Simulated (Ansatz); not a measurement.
ClH4NbO4, SMILES `[OH][Nb]([OH])([OH])([OH])[Cl]`, relaxed with RKS PBE-D4/def2-SVP in Ansatz from a rough embedded geometry. The force threshold is 0.03 eV/Å; the program also tests the step.

The species carries charge 0 and has multiplicity 1. Nb takes the def2 core potential.

Start:

```xyz
10

O    -1.034   -0.086   -1.182
Nb    0.510   -0.097    0.405
O    -1.221    1.296    1.319
O     0.877    1.843   -0.334
O     0.387   -2.376   -0.123
Cl    1.516   -0.452   -2.091
H    -1.865   -0.584   -1.256
H    -1.031    0.916    2.288
H     1.442    2.432    0.272
H     0.418   -2.891    0.702
```

```json
{"step": "1", "energy (eV)": "-22301.7004", "largest force (eV/Å)": "8.232", "largest move (Å)": "0.000"}
{"step": "2", "energy (eV)": "-22304.5988", "largest force (eV/Å)": "6.812", "largest move (Å)": "0.195"}
{"step": "3", "energy (eV)": "-22306.6495", "largest force (eV/Å)": "2.765", "largest move (Å)": "0.196"}
{"step": "4", "energy (eV)": "-22308.2377", "largest force (eV/Å)": "1.692", "largest move (Å)": "0.195"}
{"step": "5", "energy (eV)": "-22309.3042", "largest force (eV/Å)": "1.487", "largest move (Å)": "0.195"}
{"step": "6", "energy (eV)": "-22309.9592", "largest force (eV/Å)": "0.632", "largest move (Å)": "0.190"}
{"step": "7", "energy (eV)": "-22310.1266", "largest force (eV/Å)": "0.773", "largest move (Å)": "0.194"}
{"step": "8", "energy (eV)": "-22310.1820", "largest force (eV/Å)": "0.209", "largest move (Å)": "0.085"}
{"step": "9", "energy (eV)": "-22310.2221", "largest force (eV/Å)": "0.331", "largest move (Å)": "0.087"}
{"step": "10", "energy (eV)": "-22310.2240", "largest force (eV/Å)": "1.384", "largest move (Å)": "0.196"}
{"step": "11", "energy (eV)": "-22310.3020", "largest force (eV/Å)": "0.625", "largest move (Å)": "0.088"}
{"step": "13", "energy (eV)": "-22310.4178", "largest force (eV/Å)": "0.267", "largest move (Å)": "0.072"}
{"step": "15", "energy (eV)": "-22310.4822", "largest force (eV/Å)": "1.171", "largest move (Å)": "0.110"}
{"step": "17", "energy (eV)": "-22310.5415", "largest force (eV/Å)": "0.124", "largest move (Å)": "0.084"}
{"step": "19", "energy (eV)": "-22310.5542", "largest force (eV/Å)": "0.285", "largest move (Å)": "0.064"}
{"step": "21", "energy (eV)": "-22310.5706", "largest force (eV/Å)": "0.221", "largest move (Å)": "0.096"}
{"step": "23 (rejected)", "energy (eV)": "-22310.5332", "largest force (eV/Å)": "2.042", "largest move (Å)": "0.198"}
{"step": "25", "energy (eV)": "-22310.6165", "largest force (eV/Å)": "0.436", "largest move (Å)": "0.096"}
{"step": "27", "energy (eV)": "-22310.6381", "largest force (eV/Å)": "0.098", "largest move (Å)": "0.140"}
{"step": "29", "energy (eV)": "-22310.6615", "largest force (eV/Å)": "0.610", "largest move (Å)": "0.196"}
{"step": "31", "energy (eV)": "-22310.6731", "largest force (eV/Å)": "0.163", "largest move (Å)": "0.053"}
{"step": "33", "energy (eV)": "-22310.6749", "largest force (eV/Å)": "0.014", "largest move (Å)": "0.033"}
```

End:

```xyz
10

O    -1.110    0.755   -1.340
Nb   -0.003    0.039    0.035
O    -1.301    0.218    1.412
O     1.233    1.483    0.057
O     1.118   -1.169    0.991
Cl    0.085   -1.803   -1.570
H    -1.361    0.351   -2.192
H    -1.137   -0.129    2.310
H     1.050    2.310   -0.429
H     1.426   -2.056    0.726
```

Run time 60 s (4 threads of an Arm Neoverse V2 on a shared host); peak host memory 0.19 GiB.
